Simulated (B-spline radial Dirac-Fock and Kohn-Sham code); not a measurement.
# Electron momentum distribution of Ge¹⁵⁺: Compton profiles

System: the Ge¹⁵⁺ ion in the configuration [Ne] 3s2 3p5.

The computed values come from an atomic code on a B-spline grid: the impulse approximation on configuration-average Dirac-Fock orbitals. pz is in atomic units of momentum; subshell profiles are per electron, for a selection of subshells; open shells are spread over both j values by their weights.

```
 pz    J total   J 2p1/2   J 3p1/2   J 3p3/2
  0      1.643    0.0494     0.132     0.133
0.2      1.639    0.0494     0.132     0.133
0.3      1.634    0.0494     0.131     0.133
0.4      1.627    0.0494     0.131     0.133
0.5      1.617    0.0494     0.131     0.133
0.6      1.606    0.0494     0.131     0.133
0.8      1.578    0.0494     0.131     0.132
  1      1.542    0.0494     0.130     0.131
1.2      1.499    0.0494     0.128     0.130
1.4      1.450    0.0493     0.126     0.127
1.6      1.395    0.0493     0.123     0.124
1.8      1.336    0.0492     0.119     0.120
  2      1.273    0.0492     0.114     0.115
2.5      1.109    0.0488    0.0981    0.0981
  3     0.9492    0.0483    0.0790    0.0786
  4     0.6858    0.0465    0.0426    0.0417
  5     0.5160    0.0436    0.0190    0.0184
  7     0.3428    0.0350   0.00520   0.00523
 10     0.2035    0.0211   0.00444   0.00452
 15    0.08505   0.00709   0.00191   0.00186
 20    0.03999   0.00225  0.000597  0.000563
 30    0.01182  0.000278  6.89e-05  6.14e-05
 40   0.004247  4.92e-05  1.17e-05  9.83e-06
 60  0.0007737  3.51e-06    < 1e-6    < 1e-6
100  6.646e-05    < 1e-6    < 1e-6    < 1e-6
```

J(0) = 1.643. The 3p3/2 subshell gives the largest part, 27 %.

Mean momentum ⟨p⟩ by subshell (a.u.): 1s1/2 27.6, 2s1/2 9.49, 2p1/2 12.7, 2p3/2 12.5, 3s1/2 4.79, 3p1/2 5.68, 3p3/2 5.62.
